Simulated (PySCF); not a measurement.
# Excitation energy of Si by level of theory

Si [Ne] 3s2 3p2 (3P) → Si [Ne] 3s1 3p3, s spin flipped, as a difference of total energies. Computed with PySCF 2.14 in aug-cc-pCVTZ-DK with one added diffuse shell each of s, p, d, f type (9s8p6d4f, 91 functions), with the spin-free X2C one-electron Hamiltonian (Gaussian nucleus). Correlated levels: valence: [Ne] frozen; valence and next inner shell: 1s2 frozen; nothing frozen. The calculations carry no spin-orbit coupling.

```csv
method,excitation energy (cm⁻¹)
UHF,73916
LDA,55001
PBE,55379
PBE0,60061
r2SCAN,59317
BP86,55536
wB97X,64480
TPSSh,59099
SCS-MP2 (valence),63243
MP2 (valence and next inner shell),63337
SCS-MP2 (valence and next inner shell),62928
MP2 (all electrons),63297
SCS-MP2 (all electrons),62902
```

Estimate what MN15 gives.

55137 cm⁻¹, closest to LDA among the rows shown.

Estimate what MP2 (valence) gives.

63690 cm⁻¹, closest to MP2 (valence and next inner shell) among the rows shown.

The upper determinant mixes two multiplicities, so it lies between the two terms.
